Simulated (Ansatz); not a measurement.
Geometry optimisation, Ansatz 0.2.0, RKS r2SCAN-D4/STO-3G.

Input:

```yaml
crystal:
  periodic: [false, false, false]
  atoms:
    - { symbol: C, position_ang: [-1.5082, -0.3047, 1.2786] }
    - { symbol: C, position_ang: [-0.456, -0.5715, 0.5819] }
    - { symbol: Al, position_ang: [1.0326, -1.4725, 1.4486] }
    - { symbol: Si, position_ang: [-0.1961, -0.0676, -1.1924] }
    - { symbol: C, position_ang: [0.5866, 1.5706, -1.3017] }
    - { symbol: H, position_ang: [-1.6541, -0.5091, 2.3137] }
    - { symbol: H, position_ang: [-2.3533, 0.2646, 0.793] }
    - { symbol: H, position_ang: [2.4291, -1.7741, 0.6235] }
    - { symbol: H, position_ang: [0.9709, -1.863, 3.0457] }
    - { symbol: H, position_ang: [0.5357, -1.0824, -1.8763] }
    - { symbol: H, position_ang: [-1.6059, 0.0183, -1.7967] }
    - { symbol: H, position_ang: [1.6056, 1.5114, -0.7963] }
    - { symbol: H, position_ang: [0.6469, 1.9021, -2.3625] }
    - { symbol: H, position_ang: [-0.0467, 2.3486, -0.7302] }
basis:
  gaussian: { orbitals: STO-3G }
hamiltonian:
  xc: r2scan
  dispersion: d4
relax:
  f_tol: 0.015
  max_steps: 40
output:
  orbitals: {}
```

Run as:

```bash
$ ansatz run input.yaml --threads 1 --pin off --max-ram 2048MiB --backend cpu --events-out ev --progress --plain --runs-dir out
```

Question: Where does it end, and by what steps?

Answer: The forces met the threshold. Limits of this set-up: minimal basis. After 13 steps the energy has fallen by 0.977 eV; H8 moved furthest, 0.59 Å.

```csv
step,energy less start (eV),largest force component (eV/Å),accepted
0,0.0000,4.767,yes
1,-0.7913,1.508,yes
2,-0.7287,2.218,no
3,-0.9399,0.478,yes
4,-0.9619,0.096,yes
5,-0.9677,0.055,yes
6,-0.9704,0.178,yes
7,-0.9720,0.111,yes
8,-0.9737,0.117,yes
9,-0.9750,0.076,yes
10,-0.9760,0.044,yes
11,-0.9764,0.049,yes
12,-0.9765,0.035,yes
13,-0.9766,0.015,yes
```

```xyz
14
Properties=species:S:1:pos:R:3
C -1.617 -0.559 1.258
C -0.443 -0.572 0.603
Al 1.103 -1.189 1.526
Si -0.398 0.030 -1.165
C 0.787 1.477 -1.333
H -1.723 -0.895 2.302
H -2.569 -0.218 0.817
H 2.429 -1.217 0.819
H 0.957 -1.634 2.953
H 0.066 -1.035 -2.033
H -1.717 0.433 -1.611
H 1.801 1.197 -1.027
H 0.839 1.829 -2.369
H 0.473 2.324 -0.712
```

The run took 46 s on 1 thread of AMD EPYC 7R13 Processor (Zen 3), with other jobs on the host, peak memory 0.17 GiB.
